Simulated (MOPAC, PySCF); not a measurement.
H₂Cl₂Si, SMILES `Cl[SiH2]Cl`, neutral singlet in the gas phase. 

Cartesian coordinates (Å):
SMILES: Cl[SiH2]Cl
```xyz
5

Cl     1.7265     0.9341    -0.0192
Si    -0.0078    -0.1406     0.0064
Cl    -1.6129     1.1167    -0.0737
H     -0.0699    -0.8986     1.2705
H     -0.0360    -1.0116    -1.1839
```
Charge 0, multiplicity 1.

All levels are single points at this geometry (PBE0-D4/def2-TZVP); Pople sets use spherical d functions. Orbital energies aren't observables, and empty levels follow the basis.

```
level                       HOMO (eV)  LUMO (eV)  gap (eV)  dipole (D)  vertical IE, Delta-SCF (eV)
--------------------------  ---------  ---------  --------  ----------  ---------------------------
PBE0-D4/def2-TZVP in PySCF      -9.10       0.05      9.15        1.15                        11.29
B3LYP/3-21G in PySCF            -9.02      -0.49      8.54        2.28                            –
B3LYP/6-311+G** in PySCF        -8.97      -0.59      8.38        1.57                            –
B3LYP/6-31G* in PySCF           -8.86      -0.14      8.72        1.57                        11.27
BP86/6-31G* in PySCF            -7.85      -0.93      6.92        1.48                            –
PBE/6-31G* in PySCF             -7.73      -0.86      6.87        1.47                        10.84
HF/6-31G* in PySCF             -12.46       3.27     15.74        1.86                        11.88
HF/STO-3G in PySCF             -10.70       7.98     18.68        2.96                            –
PM7 in MOPAC                   -11.75      -1.20     10.55        2.12                            –
```
